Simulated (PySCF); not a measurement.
A small calculation by hand: dipole moment from atomic charges

GeHCl3, SMILES [Cl][GeH]([Cl])[Cl]. Atoms are numbered in the order given.

```xyz
5

Ge     0.0000     0.0000     0.4370
Cl     1.7367    -1.0027    -0.3126
Cl    -1.7367    -1.0027    -0.3126
Cl     0.0000     2.0054    -0.3126
H      0.0000     0.0000     1.9607
```

Geometry optimised at r2SCAN-D4/def2-SVP. The isomer is the one that the SMILES or the coordinates give; other isomers of the formula were not compared.

Charges (e) from PBE/def2-TZVP (PySCF):

```
atom  Mulliken     IAO
----  --------  ------
Ge1      0.638   0.830
Cl2     -0.236  -0.258
Cl3     -0.236  -0.258
Cl4     -0.236  -0.258
H5       0.069  -0.055
```

The dipole moment of the full density is 1.40 D.

Q: What dipole moment does each set of point charges give, and which comes closer to that of the density?

A: 
μ = Σ q r, and 1 e Å = 4.8032 D.
Mulliken: Σ q r = (0.000, 0.000, 0.635) e Å, |μ| = 3.05 D.
IAO: Σ q r = (0.000, 0.000, 0.497) e Å, |μ| = 2.39 D.
IAO comes closer in size. Point charges leave out the atoms' own dipoles (lone pairs, polarised bonds); fits to the potential absorb them, partitions of the density don't.
